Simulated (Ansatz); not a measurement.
Species: C$_{2}$H$_{2}$ClF, SMILES `C=C(F)Cl` (charge 0, multiplicity 1).

Give a relaxed geometry from Ansatz (a first-principles code) with PBE0-D4/def2-TZVP.

the end point of this relaxation (outside a Z-matrix the atoms follow the SMILES, hydrogens last).
Z-matrix (Å, degrees):
```
C
C 1 1.3179
F 1 1.3243 2 122.73
H 2 1.0786 1 120.46 3 -179.93
H 2 1.0813 4 120.09 1 -179.98
Cl 1 1.7088 2 125.47 4 -0.05
```
